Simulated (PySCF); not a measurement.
Species: C6H13BO.
Z-matrix (Å and degrees, PBE0-D3(BJ)/def2-SVP geometry), rows numbered from 1:
```
C 
O   1  1.3896
C   2  1.3993  1  113.73
B   3  1.5651  2  113.08  1   177.82
C   4  1.5769  3  125.82  2   175.46
C   5  1.5364  4  103.86  3   165.39
C   6  1.5325  5  105.07  4    31.77
C   7  1.5347  6  105.07  5   -39.00
H   1  1.0996  2  108.21  3   179.87
H   1  1.1098  2  112.16  3    60.37
H   1  1.1098  2  112.12  3   -60.63
H   3  1.1153  2  111.42  1   -59.00
H   3  1.1163  2  111.29  1    56.40
H   5  1.1116  4  103.90  3   -80.25
H   5  1.1013  4  118.03  3    36.30
H   6  1.1020  5  113.87  4   155.77
H   6  1.1048  5  109.25  4   -85.35
H   7  1.1047  6  109.25  5    78.18
H   7  1.1019  6  112.69  5  -163.74
H   8  1.1119  4  103.31  3   -73.08
H   8  1.1003  4  116.45  3    41.42
```

Computed with PySCF at PBE0/pcSseg-1, non-relativistic, on one gas-phase PBE0-D3(BJ)/def2-SVP geometry that isn't relaxed in the solvent. The solvent is an IEF-PCM continuum (cavity from Bondi-type radii × 1.2). Only the electrostatic response of the medium enters.

```
run  E − E(gas) (kcal/mol)  HOMO (eV)  HOMO–LUMO gap (eV)  dipole (D)
gas                   0.00      -7.28                6.99        1.24
  P                  -3.06      -7.31                7.13        1.77
  Q                  -1.27      -7.28                7.05        1.44
```

Question: The runs were made in benzene and water. Which run belongs to which solvent?

Answer: P = water, Q = benzene. The dielectric constants are 2.271 (benzene), 78.36 (water), and the energy falls further as ε rises. In this model the ground state sees the solvent through ε alone.

Question: How constant is the ratio of the lowering to (ε − 1)/(2ε + 1)?

Answer: 
```csv
solvent,(ε − 1)/(2ε + 1),E − E(gas) (kcal/mol),ratio (kcal/mol),polarisation term (kcal/mol)
benzene,0.229,-1.27,-5.5,-1.34
water,0.490,-3.06,-6.2,-3.50
```

The ratio changes by +12.5 % in size from benzene to water. The polarisation term is half the interaction of the solute with the induced surface charges.
